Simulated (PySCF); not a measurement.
Compound: C4H10N2PSi (doublet state).
Z-matrix (Å and degrees, GFN2-xTB geometry), rows numbered from 1:
```
C 
N   1  1.2599
C   2  1.4006  1  121.18
C   3  1.4759  2  115.67  1  -143.11
C   4  1.4857  3  107.29  2  -142.56
Si  5  1.9252  4   84.33  3    28.02
N   6  1.7281  3  111.37  2    28.97
P   6  2.2680  3  117.27  2  -107.38
H   1  1.0795  2  118.58  3  -177.92
H   1  1.0955  2  124.18  3     1.39
H   3  1.1039  2  114.18  1    -7.96
H   4  1.0755  3  119.27  2     0.15
H   5  1.0858  4  114.88  3   150.17
H   5  1.0902  4  113.31  3   -84.05
H   7  1.0071  6  119.38  3  -120.97
H   7  1.0095  6  117.67  3    17.00
H   8  1.3840  6   92.59  3   103.61
H   8  1.3818  6   91.53  3  -164.19
```

The hyperfine couplings belong to this conformer and change with its torsions.

Identity: `C=N[C@@H]1[CH]C[Si@@]1(N)P` [radical].

Level of theory: UKS B3LYP, pcH-1 on C H N P Si, non-relativistic, mean-field spin-orbit, GIAO in PySCF 2.14.0. The structure is a single GFN2-xTB conformer in the gas phase; no vibrational or solvent corrections. The geometry wasn't refined by DFT: couplings that depend on bond lengths, twists or pyramidal angles can differ widely from those at the functional's own minimum. No stability test was run, so a lower SCF solution isn't excluded.

Q: Break the g tensor into its mass correction, gauge correction and orbital-Zeeman/spin–orbit terms.

A: 
```tsv
Δg (ppm)	1	2	3
relativistic mass correction	-150	-150	-150
gauge correction	20	7	20
orbital Zeeman/spin–orbit	-1116	428	1398
total	-1246	285	1267
```

So g = 2.00107, 2.00260, 2.00359 and g_iso = 2.00242; the tensor is rhombic: the two nearest values differ by 39 % of g3 − g1. 

Q: What effective moment and Curie constant follow for a powder?

A: With the mean of g² = 4.0097 and S(S+1) = 0.75: μ_eff = √(⟨g²⟩S(S+1)) = 1.734 μB and χT = 0.12505·⟨g²⟩·S(S+1) = 0.376 cm³ K/mol (cgs; spin-Hamiltonian part alone).

Q: What are the electron Larmor frequencies g μB B/h along the three axes at 3350 mT?

A: 93.8252, 93.8969, 93.9430 GHz for g1, g2 and g3, a range of 117.8 MHz.

Q: In a frozen sample, at which fields do the three g values resonate at 9.5, 34, 94 and 263 GHz (hyperfine left aside), and which band first spreads them over more than twice a line width of 0.3 mT?

A: 
```tsv
band	GHz	B(g3) mT	B(g2) mT	B(g1) mT	spread mT
X	9.5	338.77	338.94	339.19	0.43
Q	34.0	1212.44	1213.03	1213.96	1.52
W	94.0	3352.03	3353.68	3356.24	4.21
J	263.0	9378.56	9383.16	9390.34	11.78
```

The spread grows in proportion to the frequency. Q band is the first where it exceeds 0.6 mT.

The Mulliken spin populations are largest on C4 (+0.90) and Si6 (+0.07). No atom but C4 exceeds +0.15. The angles at C4 add up to 347.7°, so it is slightly pyramidal.

The HOMO–LUMO gaps are 4.25 eV among the α and 4.95 eV among the β orbitals.
